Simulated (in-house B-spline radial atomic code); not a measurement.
RPA and G0W0 on r2SCAN0: Tc+

Configuration [Kr] 4d5 5s1, highest spin, mean-field start r2SCAN0. Computed with an all-electron radial atomic-structure program (B-spline basis): all electrons, non-relativistic, point nucleus, each spin shell either full or empty, empty states to l = 9 with an (l + 1/2)⁻⁴ tail; G0W0 by contour deformation at full frequency.

Without relativity these are model numbers: it shifts the levels of so heavy an element strongly and can reorder them.

Command:
```bash
python run_gw.py task.json out
```
Settings (radii: box in bohr, nucleus in fm):
```
Z                        43
electrons                42
configuration            [Kr] 4d5 5s1
hamiltonian              nr
method                   r2scan0
lmax                     9
spin_polarised           True
box_radius               23.78
intervals                54
ion_configuration        [Kr] 4d5
```

Cost of the run: 4.8 s on 1 thread of AMD EPYC 9R45 96-Core Processor (shared host).

Energies (hartree):

```csv
term,value
mean-field total,-4206.65892
Hartree-Fock functional on these orbitals,-4204.58651
direct second order,-3.3871
second-order exchange,0.99103
SOSEX correction,0.91803
```

(1) What is the RPA correlation energy, and what remains with SOSEX?

Quasi-particle levels (eV):

```json
{"level": "5s up", "occupied": "yes", "mean field": "-12.565", "Σx - vxc": "-1.37", "Σc": "?", "QP weight": "?", "G0W0": "?"}
{"level": "4d up", "occupied": "yes", "mean field": "-17.828", "Σx - vxc": "-4.00", "Σc": "0.41", "QP weight": "0.889", "G0W0": "-21.413"}
{"level": "4p down", "occupied": "yes", "mean field": "-52.41", "Σx - vxc": "-5.17", "Σc": "1.40", "QP weight": "0.853", "G0W0": "-56.19"}
{"level": "4d down", "occupied": "no", "mean field": "-9.135", "Σx - vxc": "6.21", "Σc": "-4.09", "QP weight": "0.903", "G0W0": "-7.016"}
```

G0W0 = mean field + (Σx - vxc) + Σc, with Σc (partial-wave tail included) taken at the quasi-particle energy. Only the outer levels were computed. Levels of low weight are left out.

(2) Where does G0W0 put 5s up?

(3) What does it cost to remove one electron (to [Kr] 4d5) by differences of total energies, each species on its own start (correlation terms add to the Hartree-Fock functional)?

Answers

(1) RPA gives -2.9853 hartree (-1.93 eV per electron); RPA + SOSEX gives -2.0673, and the second-order doubles -2.396 hartree (no singles). RPA lacks exchange-type terms and so overcorrelates at short range.

(2) At -15.226 eV, with Σc = -1.29 eV and a quasi-particle weight of 0.946. The tabulated removal energy is 15.260 eV (NIST, semi-empirical); the calculation leaves out relativity, Breit and QED terms, and what these don't explain is the method's own error.

(3) r2SCAN0 14.733 eV, Hartree-Fock functional 13.655 eV, + RPA 15.069 eV, + RPA + SOSEX 14.389 eV, + second order 15.046 eV. Tabulated: 15.260 eV (NIST, semi-empirical); the calculation leaves out relativity, Breit and QED terms, and what these don't explain is the method's own error.
